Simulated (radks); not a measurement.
Values are calculated unless marked as measured or tabulated.
Ionisation of Fe, [Ar] 3d6 4s2, to Fe+, [Ar] 3d6 4s1, under several functionals. Scalar-relativistic Kohn-Sham, spin-polarised, spherical densities, point nucleus; open shells are filled with parallel spins first; a radial shooting solver on a logarithmic mesh with Libxc functionals. The NIST Atomic Spectra Database gives 7.902 eV (measured). Rank these functionals by the error of their Delta-SCF ionisation energy: B86b exchange with PBE correlation; PBEsol; OLYP; AM05; revPBE; LDA (Slater exchange, VWN5 correlation); exchange-only B88.

Answer. From best to worst: B86b exchange with PBE correlation 7.856 eV (-0.046); PBEsol 7.791 eV (-0.112); AM05 7.781 eV (-0.121); revPBE 7.720 eV (-0.182); OLYP 7.657 eV (-0.245); LDA (Slater exchange, VWN5 correlation) 8.153 eV (+0.250); exchange-only B88 6.972 eV (-0.930). Open shells are spherical and high-spin; term and fine-structure splittings are not resolved.
